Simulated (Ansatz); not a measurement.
Cost and result up the ladder for Sc8O12 (the lowest singlet isomer of a short search) (20 atoms). Total charge 0; singlet. Geometry: PBE-D4/def2-SVP.

```xyz
20

Sc    0.379    1.950   -0.817
Sc   -1.536    0.555    1.210
Sc   -2.886   -0.561   -1.260
Sc    1.162   -1.290    2.277
Sc    2.367   -0.583   -0.584
Sc   -0.257   -1.781   -0.345
Sc    1.655    1.544    1.785
Sc   -0.479    0.121   -2.905
O     1.018   -1.019   -1.895
O    -0.900    0.262   -0.759
O    -2.352   -0.031   -3.045
O     2.573    0.115    3.005
O    -1.943   -2.236   -1.044
O     2.218    1.410   -0.181
O    -0.702   -1.240    1.610
O     1.179    0.442    3.470
O    -0.177    2.136    1.150
O    -3.240    0.364    0.462
O     1.765   -2.064    0.561
O     0.155    1.904   -2.696
```

Ansatz on 2 threads of AMD EPYC 7R13 on a shared host and a share (18 GiB) of an NVIDIA H100 80GB HBM3. Times are rough, and most runs start from the orbitals of an earlier one. No level here is sound enough to serve as a yardstick. Binding counts from free atoms at the same level (Sc doublet, O triplet; other spins of the atoms weren't run), without zero-point energy or a counterpoise term.

Correlated methods freeze 52 core orbitals; core or outer-core shells of Sc are correlated, in sets that lack core-valence functions. The rows differ in basis, and correlated rows in double-zeta sets carry the largest basis error. Single mean-field runs in def2-SVP, def2-TZVP are fitted with def2-universal-jkfit. The structure holds one bond between oxygen atoms, so isomers without such links may lie far lower. No other spin state of charge 0 was run. The structure comes from a short search, and lower isomers may exist.

Run but left out: MP2/def2-SVP (restricted singlet, unstable towards broken spin symmetry).

Correlated methods converge slowly with the basis, most of all in double-zeta sets.

| level | functions | wall time |
| --- | --- | --- |
| PBE-D4/def2-SVP | 416 | 6 s |
| PBE0-D4/def2-SVP | 416 | 6.5 s |
| PBE0-D4/def2-TZVP | 732 | 12 s |
| RPA@PBE/def2-SVP | 416 | 14 s |
| r2SCAN0-D4/def2-TZVP | 732 | 14 s |

(1) Estimate what each level gives for the binding energy per atom (eV).

Results:

(1) 
```tsv
level	binding energy per atom (eV)	remarks
PBE-D4/def2-SVP	6.32	restricted SCF unstable in HF
PBE0-D4/def2-SVP	5.87	restricted SCF unstable in HF
PBE0-D4/def2-TZVP	5.74	restricted SCF unstable in HF
RPA@PBE/def2-SVP	5.33	restricted SCF unstable in HF
r2SCAN0-D4/def2-TZVP	5.63	restricted SCF unstable in HF
```
